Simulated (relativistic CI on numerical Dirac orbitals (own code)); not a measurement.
## Level scheme of Tm21+

Method of calculation: Dirac-Coulomb-Breit CI, separate exchange-only KLI orbitals for each configuration, a model potential for QED, unscaled Slater integrals (own radial code, finite nucleus).

Configurations in the expansion (outside the closed core [Ar] 3d10): 4s2.4p6.4d10.4f2, 4s2.4p6.4d10.4f.5s, 4s2.4p6.4d10.5s2, 4s2.4p6.4d10.4f.5p, 4s2.4p6.4d9.4f3, 4s2.4p6.4d10.5s.5p, 4s2.4p6.4d10.4f.5d, 4s2.4p5.4d10.4f3, 4s2.4p6.4d10.5p.5d, 4s2.4p6.4d9.4f2.5s, 4s2.4p6.4d10.4f.5f, 4s2.4p6.4d10.4f.6s, 4s.4p6.4d10.4f3, 4s2.4p6.4d10.4f.6p, 4s2.4p6.4d9.4f2.5p, 4s2.4p6.4d10.4f.5g, 4s2.4p6.4d10.4f.6d, 4s2.4p6.4d10.4f.7s, 4s2.4p6.4d10.4f.6g, 4s2.4p5.4d10.4f2.5s, 4s2.4p6.4d9.4f2.5f, 4s.4p6.4d10.4f.5s2, 4s2.4p6.4d9.4f2.6p, 4s.4p6.4d10.4f.5p2, 4s.4p6.4d10.4f.5s.5d, 4s2.4p6.4d10.5p2, 4s2.4p6.4d9.5s.5p2, 4s2.4p6.4d10.5s.5d, 4s2.4p6.4d9.5s2.5d, 4s2.4p6.4d10.5d2, 4s2.4p6.4d9.5s.5d2. Double excitations out of closed p, d and f shells are left out; levels of such configurations are missing from the list, as are those of other unlisted configurations, and high levels can miss mixing partners.

The lowest level is 4s2.4p6.4d10.4f2 3H_4, with 91 % of that term; Hund's rules for 4s2.4p6.4d10.4f2 give 3H with J = 4, in agreement.

```
No.       Configuration  Term   J  E (cm⁻¹)    %  Lifetime (s)
  1    4s2.4p6.4d10.4f2    3H   4         0   91              
  2    4s2.4p6.4d10.4f2    3H   5     14108  100      1.47e-02
  3    4s2.4p6.4d10.4f2    3F   2     15284   92      6.15e+02
  4    4s2.4p6.4d10.4f2    3F   3     25446  100      3.69e-02
  5    4s2.4p6.4d10.4f2    1G   4     25455   47      2.72e-02
  6    4s2.4p6.4d10.4f2    3H   6     27073   98      2.09e-02
  7    4s2.4p6.4d10.4f2    3F   4     42758   53      7.86e-03
  8    4s2.4p6.4d10.4f2    1D   2     54579   69      6.55e-03
  9    4s2.4p6.4d10.4f2    3P   0     61841   96      7.89e-01
 10    4s2.4p6.4d10.4f2    1I   6     66896   98      8.91e-03
 11    4s2.4p6.4d10.4f2    3P   1     67359  100      4.49e-02
 12    4s2.4p6.4d10.4f2    3P   2     76971   76      6.98e-03
 13    4s2.4p6.4d10.4f2    1S   0    145653   96      9.58e-04
 14  4s2.4p6.4d10.4f.5s   3F°   2    516988   99      1.02e-05
 15  4s2.4p6.4d10.4f.5s   3F°   3    519707   77      9.05e-06
 16  4s2.4p6.4d10.4f.5s   3F°   4    533803   99      5.49e-06
 17  4s2.4p6.4d10.4f.5s   1F°   3    539664   77      4.07e-06
 18  4s2.4p6.4d10.4f.5p    3G   3    809991   68      9.44e-11
 19  4s2.4p6.4d10.4f.5p    3F   2    814894   55      9.07e-11
 20  4s2.4p6.4d10.4f.5p    3D   3    828293   44      9.27e-11
 21  4s2.4p6.4d10.4f.5p    3G   4    831909   41      8.99e-11
 22  4s2.4p6.4d10.4f.5p    3F   3    936691   39      3.13e-11
 23  4s2.4p6.4d10.4f.5p    3D   2    946829   44      2.93e-11
 24  4s2.4p6.4d10.4f.5p    3G   4    948247   54      2.98e-11
 25  4s2.4p6.4d10.4f.5p    3D   1    956914  100      2.73e-11
 26  4s2.4p6.4d10.4f.5p    3D   3    960221   52      3.00e-11
 27  4s2.4p6.4d10.4f.5p    1G   4    963431   68      2.87e-11
 28  4s2.4p6.4d10.4f.5p    3G   5    965001  100      2.86e-11
 29  4s2.4p6.4d10.4f.5p    1D   2    978559   59      2.74e-11
 30    4s2.4p6.4d10.5s2    1S   0   1109613   99      3.82e-04
 31        4d9.4f3(4I°)   5H°   3   1337332   51      4.43e-09
 32        4d9.4f3(4I°)   5H°   4   1338449   55      1.71e-08
 33        4d9.4f3(4I°)   5G°   2   1341743   96      2.47e-07
 34        4d9.4f3(4I°)   5H°   5   1344426   60      2.90e-08
 35        4d9.4f3(4I°)   5H°   6   1352932   61      2.45e-08
 36  4s2.4p6.4d10.5s.5p   3P°   0   1356771  100      2.15e-09
 37        4d9.4f3(4F°)   5D°   2   1357200   56      4.39e-09
 38        4d9.4f3(4F°)   5D°   3   1358249   59      6.36e-09
 39        4d9.4f3(4F°)   5D°   4   1358365   56      9.89e-09
 40        4d9.4f3(4F°)   5D°   1   1360079   70      2.61e-09
 41        4d9.4f3(4I°)   5G°   3   1360156   52      9.37e-10
 42        4d9.4f3(4I°)   5G°   4   1362674   43      2.21e-09
 43        4d9.4f3(4I°)   5G°   5   1363504   32      1.51e-09
 44        4d9.4f3(4G°)   5D°   0   1364389   93      4.59e-08
 45        4d9.4f3(4I°)   5H°   7   1364718   58      1.35e-08
 46        4d9.4f3(4F°)   5G°   6   1367310   40      2.50e-09
 47        4d9.4f3(4I°)   5L°   7   1370382   38      3.85e-08
 48        4d9.4f3(4I°)   5L°   8   1371685   59      1.36e-02
 49        4d9.4f3(4D°)   5S°   2   1373859   64      6.26e-09
 50        4d9.4f3(4I°)   5K°   6   1374040   21      7.35e-09
 51        4d9.4f3(4I°)   5L°   9   1375220   77      1.87e-01
 52        4d9.4f3(4F°)   5G°   5   1375592   26      1.07e-09
 53  4s2.4p6.4d10.5s.5p   3P°   1   1376294   84      1.27e-10
 54        4d9.4f3(4F°)   5G°   4   1377710   23      4.88e-10
 55        4d9.4f3(2G°)   3F°   3   1378134   44      4.15e-10
 56        4d9.4f3(4F°)   5F°   5   1378689   40      6.37e-09
 57        4d9.4f3(4I°)   5L°  10   1379076   91      5.34e-01
 58        4d9.4f3(2G°)   3F°   4   1379097   27      4.96e-10
 59        4d9.4f3(2G°)   3F°   2   1379397   32      8.45e-10
 60        4d9.4f3(4I°)   3L°   7   1382044   24      1.98e-08
 61        4d9.4f3(4S°)   5D°   4   1383660   28      5.78e-10
 62        4d9.4f3(4F°)   5F°   1   1385098   40      3.10e-10
 63        4d9.4f3(2K°)   3H°   5   1385269   28      6.63e-10
 64        4d9.4f3(4I°)   5I°   8   1386161   49      4.28e-04
 65     4s2.4p6.4d9.4f3   3F°   3   1386310   19      1.55e-10
 66        4d9.4f3(2G°)   3G°   4   1390150   34      1.97e-10
 67        4d9.4f3(2K°)   3H°   6   1392130   29      2.38e-09
 68     4s2.4p6.4d9.4f3   3I°   6   1392630   26      5.54e-09
 69  4s2.4p6.4d10.4f.5d   3F°   2   1394221   50      4.93e-12
 70  4s2.4p6.4d10.4f.5d   3G°   3   1394668   57      3.56e-12
```

Energies count from the lowest computed level; ° marks odd parity; lifetimes are radiative, by E1, M1, E2, M2, E3 decay to levels of this space only. Percentages are summed over parent terms; the parents shown are those of the largest component, closed shells are left out there.

The mean weight of the leading LS term, summed over parents, in these 70 levels is 61 %, and that of the leading jj configuration (from the same eigenvectors) 72 %, so jj coupling describes them better and the LS labels are nominal.

At this charge transitions that keep the count of f electrons are usually good to a few per cent. Terms inside the open d or f shell come out 10 to 20 % too wide with unscaled integrals. Levels that differ in their count of f electrons can be misplaced by several ten thousand cm⁻¹, since the correlation energy of f electrons is missing or only estimated; rates across such gaps can be off by orders of magnitude.

Landé's interval rule says that E(J) − E(J−1) = AJ with one A. For the ground term the intervals give A = 2821.6, 2160.9 cm⁻¹ for J = 5, 6; the multiplet is regular.

LS names give the leading component of a level, which can be under half, so a name can repeat, a term be missing and a line seem to break the LS rules.
